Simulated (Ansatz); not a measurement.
`[CH3][In]([NH2])[SH]` from Hartree–Fock to CCSD(T)

Z-matrix (Å, degrees):
```
C
In 1 2.137
H 1 1.091 2 109.5
H 1 1.090 2 110.1 3 119.3
H 1 1.089 2 110.2 3 -120.1
N 2 2.018 1 124.7 3 -58.2
S 2 2.397 1 121.7 3 116.4
H 6 1.008 2 119.5 1 -164.1
H 6 1.009 2 119.7 1 -23.8
H 7 1.343 2 94.0 1 -177.1
```

The species carries charge 0 and has multiplicity 1. Correlated methods include outer-core shells of In, which these sets cover unevenly. In: def2 effective core potential. The structure was optimised at the PBE0-D4/def2-TZVP level. It is one conformer, not always the lowest. Frozen core, restricted reference, Ansatz 0.2.0.

| basis | HF (Eh) | MP2 corr. | CCSD corr. | (T) | CCSD(T) total |
| --- | --- | --- | --- | --- | --- |
| def2-SVP | -682.38243 | ? | ? | -0.01752 | ? |
| def2-TZVPP | -682.64625 | ? | -0.89877 | ? | ? |
| def2-QZVPP | -682.66389 | -1.09982 | – | – | – |

(1) Fill in the withheld values. (Best estimate.)

Answers

(1) The calculation gave: def2-SVP MP2 corr.: -0.54209; def2-SVP CCSD corr.: -0.59009; def2-SVP CCSD(T) total: -682.99004; def2-TZVPP MP2 corr.: -0.86812; def2-TZVPP (T): -0.03488; def2-TZVPP CCSD(T) total: -683.57990.
